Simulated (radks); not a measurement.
Spherical quantum dot in the effective-mass picture: electrons in a hard-walled sphere of radius 1.37, all in effective atomic units (hartree* = m*/eps^2 hartree, bohr* = eps/m* bohr), one dielectric constant everywhere. Method: non-relativistic Kohn-Sham, LDA (Slater exchange, Perdew-Wang correlation), spin-polarised, spherical densities; computed with a radial shooting solver with Libxc functionals. Levels are named by radial order and angular momentum (1s, 1p, 1d, 2s, ...), and open shells are averaged over m. Results are scaled to m* = 0.124 and eps = 6.5, for which hartree* = 79.86 meV and bohr* = 2.774 nm.

N = 3, configuration 1s2 1p(up 1, down 0). This is the lowest configuration that the search found. Occupied and some empty levels:

level,occupation,eigenvalue (meV),<r> (nm)
1s up,1,428.09,1.974
1s down,1,439.16,1.970
1p up,1,631.08,2.288
1p down,0,643.06,2.288
1d up,0,898.34,2.484
1d down,0,910.39,2.485
2s up,0,1062.1,1.873
2s down,0,1070.3,1.875
1f up,0,1224.0,2.623
1f down,0,1235.8,2.624

Energy (meV): total 1120.47, kinetic 853.98, external 0, Hartree 428.76, exchange-correlation -162.26.
